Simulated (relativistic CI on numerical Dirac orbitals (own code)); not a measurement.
**Tl³²⁺: q coefficients and field-shift factors**

Calculated at this level of theory: Dirac-Coulomb-Breit CI, orbitals from a KLI potential per configuration, derivatives by finite differences, unscaled Slater integrals, QED left out (own radial code, finite nucleus).

Configuration list (outside the closed core [Ar] 3d10 4p6 4d10): 4s2 4f3, 4s2 4f2 5s, 4s2 4f2 5p, 4s2 4f 5s2, 4s2 4f 5s 5p, 4s2 4f2 5d, 4s2 4f 5p2, 4s 4f4. Levels of other configurations are missing.

With x = (α/α₀)² − 1 an excitation energy changes as ω = ω₀ + qx; K = 2q/ω₀ is the relative enhancement. Terms are leading LS components, so labels can repeat. The field-shift factor is F = δν/δ⟨r²⟩ for the transition from the lowest level.

Lowest level 4s2 4f3 4I°_9/2.

```
           Level  ω₀ (cm⁻¹)  q (cm⁻¹)  F (GHz/fm²)
4s2 4f3 4I°_11/2    40644.1     44820         2.56
 4s2 4f3 4F°_3/2    48872.1      2120         0.67
4s2 4f3 4I°_13/2    70185.8     63270         3.78
 4s2 4f3 2G°_9/2    70618.0     39520         2.68
 4s2 4f3 4G°_5/2    72807.3     14490         1.55
 4s2 4f3 4S°_3/2    86790.1     45450         3.12
 4s2 4f3 4F°_5/2    87118.4     39940         2.89
 4s2 4f3 2G°_7/2    87814.5     45100         3.14
4s2 4f3 4I°_15/2    92770.8     69470         4.36
 4s2 4f3 4G°_7/2   105090.2     51030         3.62
4s2 4f3 2K°_13/2   114986.5     70610         4.67
4s2 4f3 2H°_11/2   118242.3     65100         4.44
 4s2 4f3 4F°_9/2   119316.7     78080         5.04
 4s2 4f3 2P°_1/2   124849.0     46630         3.66
 4s2 4f3 4D°_3/2   125393.3     53010         3.95
 4s2 4f3 2D°_5/2   130528.3     39160         3.38
 4s2 4f3 2G°_7/2   135193.6     88980         5.73
 4s2 4f3 4G°_9/2   135413.5     77920         5.24
4s2 4f3 2L°_15/2   135438.7     80130         5.37
4s2 4f3 2H°_11/2   143894.8     70390         5.01
 4s2 4f3 2D°_3/2   148557.3     75880         5.28
 4s2 4f3 2D°_5/2   157678.6     88720         5.99
4s2 4f3 4G°_11/2   165389.3     95840         6.44
```

At this charge energies of transitions that change n are usually good to better than 1 %, and those within a shell (Δn = 0) to a few per cent. Terms inside the open d or f shell come out 10 to 20 % too wide with unscaled integrals.

(1) Which transition from the lowest level has the largest |K|?

Results:

(1) 4s2 4f3 4I°_11/2 at 40644.1 cm⁻¹, K = 2.21.
